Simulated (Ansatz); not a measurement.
[SiI3]- (SiI₃⁻) was relaxed with r2SCAN-D4 (def2-SVPD) in Ansatz in these states: charge -1 singlet, neutral doublet. The geometries follow in no particular order.

In the def2 sets I takes a core potential; there is no spin–orbit coupling.

A:

```xyz
4

Si   -0.474    0.132    0.791
I     1.837    1.395    0.505
I    -1.644    0.808   -1.487
I     0.281   -2.335    0.191
```

B:

```tsv
atom	x (Å)	y (Å)	z (Å)
Si1	-0.183	0.040	0.549
I2	-2.163	-0.048	-0.922
I3	1.157	-2.021	0.329
I4	1.189	2.028	0.044
```

**Question.** Judge from the bond lengths which geometry belongs to which state (an estimate).

**Answer.** A is the charge -1 singlet (Si1–I2 2.649 Å, Si1–I3 2.648 Å, Si1–I4 2.648 Å); B is the neutral doublet (Si1–I2 2.468 Å, Si1–I3 2.468 Å, Si1–I4 2.468 Å).
